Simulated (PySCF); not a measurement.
Run record: EPR job, `C(C)([C](CC=C)C)=O` [radical].

Method: UKS B3LYP, pcH-1 on C H O, non-relativistic, mean-field spin-orbit, GIAO (PySCF 2.14.0). Geometry: GFN2-xTB. The command runs a driver script over a list of jobs; the input below is this job's line of settings and its coordinates in Å.

Command:
```bash
OMP_NUM_THREADS=1 python probes_run.py task.json out
```

Input:
```
{"job": {"kind": "epr", "basis": "pcH-1"}, "charge": 0, "multiplicity": 2}
C      1.382973    -1.038040    -1.972143
C      1.445438    -0.302015    -0.879597
C      0.782660    -0.656050     0.428876
C     -0.128390     0.448067     0.839617
C      0.409035     1.500380     1.732684
C     -1.475267     0.567441     0.366951
C     -2.004466    -0.515376    -0.550033
O     -2.190143     1.516688     0.696944
H      1.878779    -0.743234    -2.881396
H      0.847660    -1.973012    -2.004644
H      1.993066     0.630508    -0.876355
H      0.248056    -1.599500     0.315543
H      1.563252    -0.778941     1.185463
H      0.609602     1.090891     2.726477
H     -0.310455     2.310220     1.826700
H      1.356051     1.888393     1.353031
H     -1.372820    -0.612452    -1.429727
H     -3.013549    -0.253795    -0.856059
H     -2.031284    -1.470923    -0.029795
```

Output:
```
UKS, coarse grid
  cycle   1  E = -348.37371626  |g| = 6.61e-01
  cycle   2  E = -347.10004886  |g| = 1.72e+00
  cycle   3  E = -348.49988339  |g| = 3.31e-01
  cycle   4  E = -348.55720265  |g| = 7.65e-02
  cycle   5  E = -348.56006419  |g| = 3.73e-02
  cycle   6  E = -348.56064721  |g| = 1.88e-02
  cycle   7  E = -348.56088124  |g| = 6.82e-03
  cycle   8  E = -348.56092667  |g| = 4.10e-03
  cycle   9  E = -348.56094058  |g| = 1.13e-03
  cycle  10  E = -348.56094137  |g| = 6.93e-04
UKS, final grid
  cycle   1  E = -348.56091674  |g| = 1.13e-03
  cycle   2  E = -348.56091520  |g| = 2.41e-03
  cycle   3  E = -348.56091727  |g| = 2.13e-04
  cycle   4  E = -348.56091730  |g| = 8.08e-05
  cycle   5  E = -348.56091731  |g| = 5.34e-05
  cycle   6  E = -348.56091731  |g| = 1.83e-05
E = -348.56091731 Eh   <S^2> = 0.7615 (exact 0.7500)
g shifts (ppm)      1          2          3
  rmc          -193       -193       -193
  gc            -10         37         33
  oz_so          -7       1956       5075
  total        -211       1800       4914
hyperfine (MHz)  atom isotope    a_iso     a_fc   dipolar eigenvalues
    0   13C       2.61       2.61     -2.49     -1.39      3.88
    1   13C      51.77      51.77     -5.41     -3.45      8.86
    2   13C     -22.47     -22.47     -2.16      0.88      1.28
    3   13C      65.96      65.96    -62.14    -61.67    123.81
    4   13C     -25.39     -25.39     -2.06      0.87      1.19
    5   13C     -35.71     -35.71     -8.43      1.40      7.03
    6   13C      -3.07      -3.07     -0.68     -0.37      1.05
    7   17O     -20.02     -20.02    -91.26     45.46     45.80
    8    1H       2.61       2.61     -1.50     -0.90      2.40
    9    1H      -0.49      -0.49     -1.24     -0.59      1.83
   10    1H      -2.02      -2.02     -3.71     -1.86      5.57
   11    1H      31.17      31.17     -3.74     -3.57      7.30
   12    1H      20.03      20.03     -3.70     -3.36      7.06
   13    1H      95.50      95.50     -4.30     -2.98      7.28
   14    1H       3.25       3.25     -4.22     -2.12      6.35
   15    1H      75.12      75.12     -4.22     -2.88      7.09
   16    1H       0.83       0.83     -2.68     -1.81      4.49
   17    1H      -1.41      -1.41     -2.05     -1.16      3.21
   18    1H      -1.48      -1.48     -2.57     -1.88      4.45
```

rmc, gc and oz_so are the mass-correction, gauge-correction and orbital-Zeeman/spin–orbit parts of the g shift along its three principal axes; a_iso is the isotropic hyperfine coupling and a_fc its Fermi-contact part. Atoms in this output count from 0.

Task: How far is ⟨S²⟩ from the pure-spin value?

Result: S = 0.5 gives S(S+1) = 0.75; the run has 0.7615, 0.0115 more.

Task: Get g_iso from the total shifts.

Result: Their mean is 2168 ppm; added to g_e = 2.002319 it gives 2.00449.

Summary of the converged run: ⟨S²⟩ 0.762; g_iso 2.0045.

Isolated species at its GFN2-xTB geometry (one conformer only).

Task: How long does this job take on one thread, Arm Neoverse V2 (aarch64), no GPU, shared host? And the peak memory of the process?

Result: About 87 s (density and orbital grids were written too), with 0.97 GiB resident at the peak, the Python interpreter and its libraries included.
Labels such as C1 count atoms from 1, the log's own numbers from 0.
